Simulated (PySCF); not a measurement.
H2S2. Atoms are numbered in the order given.

```xyz
4

S      1.0337     0.0675     0.0552
S     -1.0337    -0.0675     0.0552
H      1.2946    -0.8630    -0.8839
H     -1.2946     0.8630    -0.8839
```
Charge 0, spin multiplicity 1.

Geometry: B3LYP-D3(BJ)/def2-TZVP.

These are M06-2X/def2-TZVPD run with PySCF values and carry that method's errors.

Symmetry labels are those of the subgroup C2 that the program uses (full group C2).

Computed valence orbital energies around the gap with their symmetry:
| orbital | symmetry | energy (eV) |
|---|---|---|
| HOMO−7 | B | -168.83 |
| HOMO−6 | A | -24.35 |
| HOMO−5 | B | -20.49 |
| HOMO−4 | A | -14.00 |
| HOMO−3 | B | -12.83 |
| HOMO−2 | A | -11.29 |
| HOMO−1 | B | -8.79 |
| HOMO | A | -8.75 |
| LUMO | B | -0.50 |
| LUMO+1 | A | 0.26 |
| LUMO+2 | B | 0.77 |
| LUMO+3 | A | 1.04 |
